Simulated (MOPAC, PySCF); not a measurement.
[W(F)6], neutral singlet in the gas phase. 

Cartesian coordinates (Å):
```xyz
7

W      0.0000     0.0000     0.0000
F      1.1167     0.9576     1.1193
F     -0.6852    -0.9056     1.4584
F     -1.3039     1.2960     0.1922
F      0.6852     0.9056    -1.4584
F      1.3039    -1.2960    -0.1922
F     -1.1167    -0.9575    -1.1192
```
Charge 0, spin multiplicity 1.

All levels are single points at this geometry (r2SCAN-D4/def2-SVP); Pople sets use spherical d functions. Orbital energies aren't observables, and empty levels follow the basis.

HF/6-31G* (LANL2DZ on W) in PySCF gives dipole (D) = 0.00.

### Question
Estimate the dipole (D) from each of these levels: B3LYP-D3(BJ)/def2-TZVP in PySCF; PBE-D3(BJ)/def2-TZVP in PySCF; TPSSh-D3(BJ)/def2-TZVP in PySCF; B3LYP/6-311+G** (LANL2DZ on W) in PySCF; BP86/6-31G* (LANL2DZ on W) in PySCF; PBE/6-31G* (LANL2DZ on W) in PySCF; SVWN5/6-31G* (LANL2DZ on W) in PySCF; PM6 in MOPAC.

### Answer

| level | dipole (D) |
|---|---|
| B3LYP-D3(BJ)/def2-TZVP in PySCF | 0.00 |
| PBE-D3(BJ)/def2-TZVP in PySCF | 0.00 |
| TPSSh-D3(BJ)/def2-TZVP in PySCF | 0.00 |
| B3LYP/6-311+G** (LANL2DZ on W) in PySCF | 0.00 |
| BP86/6-31G* (LANL2DZ on W) in PySCF | 0.00 |
| PBE/6-31G* (LANL2DZ on W) in PySCF | 0.00 |
| SVWN5/6-31G* (LANL2DZ on W) in PySCF | 0.00 |
| PM6 in MOPAC | 0.00 |
